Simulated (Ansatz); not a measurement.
The molecule CuH, closed-shell singlet (the spin of the measured ground state). No spin–orbit coupling. Cu is treated without relativity.

D_e counts from the fitted minimum to each atom's lowest state at the same level, without counterpoise. The singlet is restricted.

Correlated levels freeze the inner cores; with def2 sets outer-core shells near the valence are correlated too.

Run with Ansatz (a quantum-chemistry and plane-wave program). 

Problem. Predict the bond energy D_e from r2SCAN/def2-TZVPP.

Solution. 64.7 kcal/mol

Problem. Estimate the bond energy D_e that CAM-B3LYP/def2-TZVPP returns for this input.

Solution. 62.5 kcal/mol

Problem. Estimate the bond energy D_e that CCSD/def2-QZVPP returns for this input.

Solution. 62.1 kcal/mol
